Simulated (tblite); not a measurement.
Compound: C₃H₈NOSi (doublet state).
SMILES with atom numbers: `[CH2:1]/[N:2]=[CH:3]/[SiH2:4][O:5][CH3:6]` (hydrogens: H7, H8 on C1; H9 on C3; H10, H11 on Si4; H12, H13, H14 on C6)

Cartesian coordinates in Å at the GFN2-xTB level; atoms count from 1:
```xyz
14
C3H8NOSi angstrom
C      2.3888    1.0233    0.0228
N      1.3296    0.3064    0.0589
C      1.0591   -0.8930    0.4823
Si    -0.6943   -1.3614    0.9653
O     -1.7028   -0.0957    0.9259
C     -1.9306    0.8337   -0.0902
H      3.2700    0.8208    0.6258
H      2.3812    1.9159   -0.5814
H      1.8480   -1.6468    0.4767
H     -0.8319   -1.7164    2.3727
H     -1.1253   -2.4399    0.0604
H     -2.3685    0.3510   -0.9677
H     -0.9971    1.3186   -0.3840
H     -2.6267    1.5830    0.2904
```

Calculated harmonic vibrations of the isolated species, GFN2-xTB (tblite), most abundant isotopes, no scaling. This tight-binding method is rough: wavenumbers can miss measured ones by several per cent, in bad cases by 10 to 20. Modes of hydrogen on silicon can be 10 to 20 % off. One conformer, not necessarily the lowest. Open shells enter through the occupations alone, without spin polarisation, and single modes of such species can be off by tens of per cent.

Harmonic wavenumbers (cm⁻¹): 58.3, 84.9, 110.7, 133.7, 192.0, 211.9, 288.1, 385.1, 501.9, 570.5, 606.1, 691.1, 722.7, 741.8, 777.0, 797.8, 829.4, 1077.6, 1132.5, 1143.6, 1160.7, 1224.2, 1299.5, 1413.1, 1435.5, 1480.6, 1486.8, 1615.7, 2160.0, 2297.2, 2899.5, 2947.7, 2960.3, 2965.0, 2983.1, 3088.5.

A = 4481, B = 1888, C = 1397 MHz; mass 102.038 u (most abundant isotopes); point group C1, symmetry number 1; spin multiplicity 2.

Problem. What is the zero-point energy?

Solution. Half the sum of the wavenumbers: 22237 cm⁻¹ = 63.58 kcal/mol.

Problem. Give the ideal-gas entropy at 500 K and 1 bar in the rigid-rotor, harmonic-oscillator model (classical rotation).

Solution. Translation 42.37, rotation 29.24, vibration 40.16, spin (R ln 2) 1.38: S = 113.2 cal/(mol K).

Problem. And Cp and H(500 K) − H(0)?

Solution. Cp = 44.37 cal/(mol K), of which vibrations give 36.42 (their classical limit is 36 R = 71.5); H(500 K) − H(0) = 13.98 kcal/mol without the zero-point energy, 10.00 from vibrations.

Problem. Which modes carry the vibrational entropy at 500 K?

Solution. 58.3 cm⁻¹: 5.54; 84.9 cm⁻¹: 4.79; 110.7 cm⁻¹: 4.27; 133.7 cm⁻¹: 3.90; 192.0 cm⁻¹: 3.19; 211.9 cm⁻¹: 3.00 cal/(mol K); the other 30 give 15.47 together.

Problem. Blend soft modes into free rotors: weight 1/[1 + (100 cm⁻¹/ν̃)⁴] for the oscillator and the rest for a rotor with moment μB/(μ + B), μ = h/(8π²ν), B = 10⁻⁴⁴ kg m². What vibrational entropy results?

Solution. 37.22 cal/(mol K) in place of 40.16, which changes −T·S at 500 K by +1.47 kcal/mol.

Problem. How do the functions run with temperature in this model?

Solution. 
```tsv
T (K)	S (cal/(mol K))	Cp (cal/(mol K))	H − H(0) (kcal/mol)	G − H(0) (kcal/mol)	ln q(vib)
100	67.7	17.7	1.26	-5.51	1.44
200	82.2	25.0	3.39	-13.04	3.75
300	93.7	32.2	6.25	-21.85	5.97
800	136.8	56.2	29.22	-80.23	15.85
1000	149.9	61.4	41.00	-108.93	19.31
```

q(vib) and H(0) count from the zero-point level.

Problem. What must be added to the electronic energy to get the Gibbs energy at 500 K and 1 bar?

Solution. ZPE + [H(500 K) − H(0)] − T·S = 63.58 + 13.98 − 56.58 = 20.98 kcal/mol.

Hindered rotation and anharmonicity are outside this model. Other conformers, if any are populated, would add a mixing term that is left out. The structure is chiral; the term R ln 2 for an equal mix with its mirror image is left out.
